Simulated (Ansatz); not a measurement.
C2H10BNSi (`CNB(C)[SiH3]`). Total charge 0; spin multiplicity 1.

Z-matrix (Å, degrees):
```
C
N 1 1.446
H 1 1.094 2 111.2
H 1 1.094 2 111.3 3 120.5
H 1 1.088 2 110.1 3 -119.7
B 2 1.394 1 129.2 3 120.7
H 2 1.008 1 112.8 3 -59.4
Si 6 2.028 2 116.1 1 179.9
C 6 1.574 2 123.7 1 -0.2
H 8 1.493 6 112.3 2 121.4
H 8 1.493 6 112.1 2 -118.9
H 8 1.496 6 111.7 2 1.1
H 9 1.096 6 109.9 2 -121.0
H 9 1.093 6 115.9 2 1.2
H 9 1.095 6 110.1 2 123.5
```

Problem. What are the harmonic wavenumbers in cm⁻¹ at PBE0-D4/def2-TZVP (Ansatz, finite differences of forces, unscaled)? (An estimate is asked.)

Solution. The calculation gave: 60, 93, 108, 157, 169, 267, 344, 371, 548, 555, 602, 714, 822, 876, 893, 941, 943, 1034, 1054, 1140, 1166, 1316, 1372, 1446, 1453, 1465, 1487, 1488, 1560, 2175, 2193, 2194, 3035, 3039, 3091, 3095, 3117, 3164, 3609.

Problem. Is this a minimum?

Solution. Yes, all 39 modes are real.

Problem. Give the ideal-gas thermochemistry at 298.15 K and 1 bar (rigid rotor, harmonic oscillator; point group Cs, symmetry number 1).

Solution. Zero-point energy 318.0 kJ/mol; H(298) − E = 343.0 kJ/mol; entropy 375.2 J/(mol·K), of which translation 164.6, rotation 113.7, vibration 97.0; G(298) − E = 231.1 kJ/mol. Modes under 100 cm⁻¹ are hindered rotations or soft bends, so the harmonic entropy is rough.

Problem. And at 400, 500, 600, 800 and 1000 K?

Solution. 
```csv
T (K),H − E (kJ/mol),S (J/mol/K),G − E (kJ/mol)
400,357.7,417.5,190.7
500,374.9,455.8,147.0
600,394.5,491.4,99.7
800,439.3,555.6,-5.2
1000,490.0,612.0,-122.1
```

Problem. Rotational constants (cm⁻¹)?

Solution. 0.1976, 0.07045, 0.05393.
